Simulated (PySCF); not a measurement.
# Telling isomers of C7H12 apart by NMR

Level of theory: PBE0/pcSseg-1 with gauge-including orbitals, J: B3LYP/pcJ-1 (spin–dipole term left out of most H,H and C,H couplings), coordinates at the GFN2-xTB level, in PySCF (no solvent model, fast rotation and ring inversion assumed for equivalent nuclei, no relativistic terms, a single conformation).

Shifts are taken against calculated references (same method and geometry level): 1H, 13C against TMS. Multiplet labels drop J under 1 Hz and among equivalent protons, and merge close values. Unscaled 3J(H,H) run several per cent high. Where no couplings were computed, multiplicities follow the n + 1 count of equivalent neighbours, and m marks all less simple cases (inequivalent or close neighbours, rings, F or P nearby). Shifts are as computed. Against solution values, carbons near 30 ppm lie about +3 ppm off and those near 130 ppm about +5 ppm. Of 1211 compounds with measured shifts, 218 miss one by over three times the rms of a fit or turn the order of signals round; such compounds aren't used in these exercises.

(1) Tabulate the signals of `C1CCC2(C1)CC2`, `C=CCC1CCC1` and their relative energies.

(2) What is the quickest way to tell C1CCC2(C1)CC2 from C=CCC1CCC1?

Results:

(1) 
```json
{"SMILES": "C1CCC2(C1)CC2", "carbon types": "1×C 6×CH2", "δC": "40.6, 32.0, 21.3, 18.7", "δH": "1.76 (m, 4H), 1.67 (m, 4H), 0.49 (s, 4H)", "E rel. (kcal/mol)": "0.0"}
{"SMILES": "C=CCC1CCC1", "carbon types": "2×CH 5×CH2", "δC": "146.8, 121.4, 49.8, 34.8, 27.8, 16.7", "δH": "5.91 (m, 1H), 5.36 (m, 1H), 5.22 (m, 1H), 2.29 (m, 1H), 2.14 (m, 2H), 2.12 (m, 2H), 1.98 (m, 1H), 1.82 (m, 1H), 1.66 (m, 2H)", "E rel. (kcal/mol)": "17.8"}
```

Energies are electronic energies at PBE0/pcSseg-1 on these geometries, without zero-point or thermal terms, each for the one conformer computed, which needn't be the lowest.

(2) Count the carbon signals: 4 against 6. The first has a three-membered-ring carbon (C) at 21.3 ppm, the second an alkene CH at 146.8 ppm. Their most deshielded carbons lie at 40.6 and 146.8 ppm. In the proton spectra the most deshielded non-exchanging signals are 1.76 (m, 4H) and 5.91 (m, 1H).
